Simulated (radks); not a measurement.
Charge is removed step by step from the 1s1/2 level of the hafnium ion Hf2+, starting from [Xe] 4f14 5d2. Method: Dirac Kohn-Sham, LDA (Slater exchange, Perdew-Wang correlation), spin-unpolarised, spherical densities, finite nucleus; open shells are shared between the two j in proportion to 2j + 1; Fermi nuclear charge, rms radius 5.347 fm; computed with a radial shooting solver on a logarithmic mesh with Libxc functionals.

removed (e)	E - E(0) (eV)	eigenvalue (eV)	E minus straight line (eV)
0	0.000	-65138	0.000
0.25	16317.9	-65405	-99.765
0.5	32703	-65672	-132.756
0.75	49154	-65937	-99.337
1	65671	-66199	0.000

Removing the whole electron costs 65671 eV by Delta-SCF, against 65138 eV from minus the eigenvalue at the starting occupation. Slater's transition state (half an electron removed) gives 65672 eV. Integrating minus the eigenvalue over the occupation (Janak's theorem) gives 65671 eV. The mean slope of the eigenvalue, de/dn, is 1060 eV per electron.
